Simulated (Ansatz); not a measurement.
`CO[Si](N)(O)[SiH3]` + `C[O][Zn][OH]` → `C[O][Zn][O][SiH3]` + `CO[SiH](N)O`  (cleavage of the Si–Si bond)

Calculated with Ansatz (gas phase, PBE0-D4/def2-TZVP geometries, no zero-point term in ΔE). CCSD(T)/CBS is the MP2 limit (def2-TZVPP, def2-QZVPP) plus CCSD(T) − MP2 in def2-TZVPP, frozen cores. Functionals use def2-TZVPP. B3LYP here is the variant with VWN-RPA as its local correlation; programs differ in this. For Zn outer-core shells are correlated without core-valence functions, which leaves a few kJ/mol of doubt a bond. Scalar relativity is left out up to krypton. One conformer a species, not always the lowest.

| level | ΔE (kJ/mol) | difference from CCSD(T)/CBS |
| --- | --- | --- |
| PBE-D4 | -80.4 | 34.1 |
| PBE0-D4 | -94.6 | 19.9 |
| B3LYP-D4 | -108.7 | 5.8 |
| ωB97M-V | -115.3 | -0.8 |
| B2PLYP | -120.4 | -5.9 |
| r2SCAN | -106.5 | 8.0 |
| PBE0 | -99.0 | 15.5 |
| B3LYP | -116.0 | -1.5 |
| HF/def2-TZVPP | -154.5 | -40.0 |
| MP2/def2-TZVPP | -122.9 | -8.4 |
| SCS-MP2/def2-TZVPP | -129.3 | -14.8 |
| CCSD(T)/def2-TZVPP | -116.5 | -2.0 |
| HF/def2-QZVPP | -156.7 | -42.2 |
| SCS-MP2/def2-QZVPP | -128.9 | -14.4 |
| MP2/CBS(def2) | -121.0 | -6.5 |
| CCSD/CBS(def2) | -120.1 | -5.6 |
| CCSD(T)/CBS | -114.5 | 0 |

Largest T1 diagnostic among the species: 0.017.

In def2-TZVPP, CCSD(T) changes the Hartree–Fock value by +38.0 kJ/mol (the triples alone add +5.6 kJ/mol) and MP2 by +31.6 kJ/mol. From PBE to PBE0 (25 % exact exchange), in def2-TZVPP and without D4, ΔE moves by −14.0 kJ/mol.
